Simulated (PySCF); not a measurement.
# Correlation energy of Zn²⁺ (zinc, charge +2)

[Ar] 3d10, closed-shell 1S. All numbers are calculated (PySCF 2.14, the spin-free X2C one-electron Hamiltonian (Gaussian nucleus), in x2c-TZVPall). Frozen: [Ar]; 10 electrons correlated.

Total MP2 correlation energy: -342.76 mhartree.

Same-spin part -126.76 and opposite-spin part -216.01 mhartree; SCS-MP2 scales them by 1/3 and 6/5 to -301.46 mhartree.

| level | correlation energy (mhartree) |
| --- | --- |
| CCSD | -311.31 |
| (T) | -4.46 |
| CCSD(T) | -315.77 |

Diagnostics: T1 = 0.0075, D1 = 0.0106, largest double amplitude 0.017.

Cost of the coupled-cluster step: 0.21 s of wall time on 1 thread of Intel(R) Xeon(R) 6975P-C (shared host), for 10 correlated electrons.

Iterations:

```
CC2 = 0
CCSD nocc = 5, nmo = 39
frozen orbitals [0, 1, 2, 3, 4, 5, 6, 7, 8]
max_cycle = 100
direct = 0
conv_tol = 1e-08
conv_tol_normt = 1e-06
diis_space = 8
diis_start_cycle = 0
Init t2, MP2 energy = -1793.6904161664  E_corr(MP2) -0.342763425007854
Init E_corr(CCSD) = -0.342763425044468
cycle = 1  E_corr(CCSD) = -0.302581965981295  dE = 0.0401814591  norm(t1,t2) = 0.0368203
cycle = 2  E_corr(CCSD) = -0.313566517483485  dE = -0.0109845515  norm(t1,t2) = 0.0140063
cycle = 3  E_corr(CCSD) = -0.31138211212798  dE = 0.00218440536  norm(t1,t2) = 0.00627866
cycle = 4  E_corr(CCSD) = -0.311276914272211  dE = 0.000105197856  norm(t1,t2) = 0.000387754
cycle = 5  E_corr(CCSD) = -0.311311558253612  dE = -3.46439814e-05  norm(t1,t2) = 0.000112706
cycle = 6  E_corr(CCSD) = -0.311316582310546  dE = -5.02405693e-06  norm(t1,t2) = 1.19205e-05
cycle = 7  E_corr(CCSD) = -0.311314861849623  dE = 1.72046092e-06  norm(t1,t2) = 3.2453e-06
cycle = 8  E_corr(CCSD) = -0.311314746951846  dE = 1.14897777e-07  norm(t1,t2) = 3.93084e-07
cycle = 9  E_corr(CCSD) = -0.311314749097628  dE = -2.14578166e-09  norm(t1,t2) = 5.88586e-08
CCSD converged
E(CCSD) = -1793.658967490494  E_corr = -0.311314749097628
CCSD(T) correction = -0.00445837721803708
```
